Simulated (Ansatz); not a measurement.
## Low-lying states of MnH2

Computed with Ansatz's Gaussian-basis code (development build). State-averaged CASSCF with equal weights; occupations are averaged over the states; levels count from the state that is lowest in CASSCF. The basis is small, far from the limit. Solutions may break the symmetry of the shape. Lower solutions, or ones in other orbitals, may exist.

Geometry:

```csv
atom,x (Å),y (Å),z (Å)
H,0.0000,0.0000,1.7000
Mn,0.0000,0.0000,0.0000
H,0.0000,0.0000,-1.7000
```

Basis def2-SVP, nonrelativistic, 9 orbitals frozen in the corrections; active space CAS(9,8). Averaged: 2 sextets.

(1) Give the levels in order.

Results:

(1) 

```tsv
state	CASSCF (eV)	SC-NEVPT2 (eV)
sextet	0.000	0.000
sextet	4.375	3.885
```

Occupations: 1.97, 1.49, 1.37, 1.00, 1.00, 1.00, 1.00, 0.17.
